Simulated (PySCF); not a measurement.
Isomers of C4H12NSSi (doublet state), one GFN2-xTB conformer each. Single-point energies are computed at B3LYP/pcH-1 (PySCF, gas phase, no added dispersion term), electronic only. GFN2-xTB treats the open shell by occupation alone, and not every SCF solution was tested for stability.

```csv
SMILES,GFN2-xTB relative energy (kJ/mol)
C[SiH](C)C[C](N)S,175.0
CC[C](C)S[SiH2]N,0.0
C[CH][C@@H](C)S[SiH2]N,21.8
```

Conformers: `[CH3:1][SiH:2]([CH3:3])[CH2:4][C:5]([NH2:6])[SH:7]` (doublet state) with C1–Si2–C4–C5 63°, Si2–C4–C5–N6 -92°, C4–C5–N6–H -36° and -170°, C4–C5–S7–H -63°; `[CH3:1][CH2:2][C:3]([CH3:4])[S:5][SiH2:6][NH2:7]` (doublet state) with C1–C2–C3–C4 83°, C2–C3–S5–Si6 48°, C3–S5–Si6–N7 52°, S5–Si6–N7–H 34° and 175°; `[CH3:1][CH:2][C@@H:3]([CH3:4])[S:5][SiH2:6][NH2:7]` (doublet state) with C1–C2–C3–C4 163°, C2–C3–S5–Si6 130°, C3–S5–Si6–N7 -63°, S5–Si6–N7–H -46° and 177°.

Problem. What does B3LYP/pcH-1 give for the same structures?

Solution. 
```tsv
SMILES	B3LYP/pcH-1 E (Eh)	B3LYP/pcH-1 (kJ/mol)	GFN2-xTB (kJ/mol)	point group
CC[C](C)S[SiH2]N	-902.12874	0.0	0.0	C1
C[CH][C@@H](C)S[SiH2]N	-902.12508	9.6	21.8	C1
C[SiH](C)C[C](N)S	-902.10428	64.2	175.0	C1
```

Both levels put the same isomer lowest; measured from each level's own lowest isomer, the values differ by up to 110.8 kJ/mol (C[SiH](C)C[C](N)S: 175.0 against 64.2). As drawn, the highest has an S–H bond and an Si–C bond, which the lowest lacks. Neighbours under 21 kJ/mol apart (CC[C](C)S[SiH2]N and C[CH][C@@H](C)S[SiH2]N) can change places with a better method, another conformer or zero-point energy.

Problem. As an exercise, what shares would exp(−E/RT) give at 1000 K from these electronic energies alone (no entropy, no degeneracies)?

Solution. RT = 8.314 kJ/mol: CC[C](C)S[SiH2]N 76.0 %, C[CH][C@@H](C)S[SiH2]N 24.0 %, C[SiH](C)C[C](N)S under 0.1 %.
